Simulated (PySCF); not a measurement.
Coordinates in bohr (charge 0 multiplicity 1):
```
I    -1.1076    0.0000   -0.8202
O    -0.7627    2.8985   -2.6472
O    -0.7627   -2.8985   -2.6472
O    -3.7505    0.0000    1.3873
Br    2.8383    0.0000    2.1019
```

Method: PySCF, PBE, basis I def2-SVP with ECP28, O def2-SVP, Br def2-SVP (scalar-relativistic core potentials, no spin–orbit coupling, density fitting).

This geometry of IO₃Br is a stationary point at this level.

Question: What is the point group?

Answer: C3v.

Question: Is it a minimum?

Answer: Yes: all harmonic wavenumbers are real.

Question: Which band is strongest in the infrared?

Answer: 835 cm⁻¹ (e), 88 km/mol.

Question: What are the dipole moment and the gap between the highest occupied and lowest empty levels?

Answer: 1.25 D and 1.86 eV.

This need not be the most stable arrangement of these atoms.
